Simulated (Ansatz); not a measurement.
Problem. Name a neutral molecule of Ga, P, Si and H with HOMO–LUMO gap (PBE/def2-TZVPP) between 3.15 and 3.45 eV and LUMO energy (B3LYP/def2-TZVPP) between -2.70 and -2.40 eV (Ansatz, PBE0-D4/def2-TZVP geometry).

Solution. `P[SiH2][GaH2]` (3.42 eV, -2.48 eV). Other molecules can fit too; these were computed, each in one conformer that needn't be the lowest.

B3LYP here is the variant with VWN-RPA as its local correlation; programs differ in this.
